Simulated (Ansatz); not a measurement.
Si2N2H6⁺, that is cyclo-(H2SiNH)2 with one electron fewer. Total charge 1; doublet. Geometry PBE-D4/def2-SVP, that of the neutral singlet; atoms count from 1.

```tsv
atom	x (Å)	y (Å)	z (Å)
Si1	-0.3017	0.3148	1.2011
H2	-0.7906	-0.6216	2.2801
H3	-0.2373	1.6940	1.8124
N4	1.1553	-0.1697	0.3347
Si5	0.3017	-0.3146	-1.2012
H6	0.2374	-1.6939	-1.8124
H7	0.7906	0.6217	-2.2802
N8	-1.1554	0.1697	-0.3347
H9	2.1314	0.0565	0.5206
H10	-2.1314	-0.0568	-0.5205
```

Question: Estimate the Mulliken populations from the PBE0/def2-TZVP orbitals of Ansatz.

Answer: 
| atom | charge (e) | spin (α − β) |
| --- | --- | --- |
| Si1 | 0.43 | -0.03 |
| H2 | 0.11 | 0.12 |
| H3 | 0.11 | 0.12 |
| N4 | -0.44 | 0.30 |
| Si5 | 0.43 | -0.03 |
| H6 | 0.11 | 0.12 |
| H7 | 0.11 | 0.12 |
| N8 | -0.44 | 0.30 |
| H9 | 0.29 | -0.01 |
| H10 | 0.29 | -0.01 |
Mulliken values depend strongly on the basis.

Question: Where does the spin sit?

Answer: Summed by element: Si -0.06, H 0.45, N 0.61, of 1 unpaired in all. Largest on single atoms: N4 0.30, N8 0.30, H7 0.12.

Question: And the Mayer bond orders between heavy atoms (over 0.3)?

Answer: Si1–N4 1.05 (1.76 Å); Si1–N8 1.05 (1.76 Å); N4–Si5 1.05 (1.76 Å); Si5–N8 1.05 (1.76 Å).
